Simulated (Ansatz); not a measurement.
s-indacene (C12H8), SMILES C1=Cc2cc3c(cc2=C1)C=CC=3.

The structure is a stationary point at PBE-D3(BJ)/def2-SVP.

Two levels are set side by side: PBE/def2-SVPD (Ansatz, an electronic-structure program) and CAM-B3LYP/def2-SVPD (Ansatz). Energy differences of separate SCF runs at the same geometry. Differences are taken from unrounded values.

```tsv
quantity	PBE
vertical singlet–triplet gap (eV)	0.95
```

These are the PBE values. What does CAM-B3LYP give? (Estimate from the structure and the level; the computed values follow.)


| quantity | CAM-B3LYP | PBE minus CAM-B3LYP |
|---|---|---|
| vertical singlet–triplet gap (eV) | 0.46 | 0.49 |
